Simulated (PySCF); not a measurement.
# Correlation energy of Ca⁻ (calcium, charge -1)

Starting occupation: [Ar] 3d1 4s2, 3d3/2 with m_j = +3/2. Calculation: PySCF 2.14, in x2c-SVPall-2c with one added diffuse shell of s type (6s5p2d, 31 functions); X2C-1e with screened-nucleus spin-orbit coupling, Gaussian nucleus. Frozen: [Ne]; 11 electrons correlated; the 6 highest virtual spinors left out.

MP2 pair energies summed by pair of shells (mhartree):

| pair | energy | share (%) |
| --- | --- | --- |
| 3p-3p | -89.90 | 70.4 |
| 4s-4s | -10.71 | 8.4 |
| 3p-4s | -10.16 | 8.0 |
| 3d-4s | -5.70 | 4.5 |
| 3d-3p | -4.02 | 3.1 |
| 3p-3s | -3.24 | 2.5 |
| 3s-3s | -2.92 | 2.3 |
| 3d-3s | -0.83 | 0.6 |
| 3s-4s | -0.21 | 0.2 |

Total MP2 correlation energy: -127.68 mhartree.

The GHF reference relaxed away from the jj start to a determinant that is no pure jj level (⟨S²⟩ = 0.77, ⟨J²⟩ = 4.41); the energies belong to that determinant.

The Hartree-Fock reference does not bind the outermost electron (its level is positive or very diffuse), so these energies belong to a reference that the basis holds together.

This basis was not built for core-valence correlation, so the inner-shell part is incomplete.
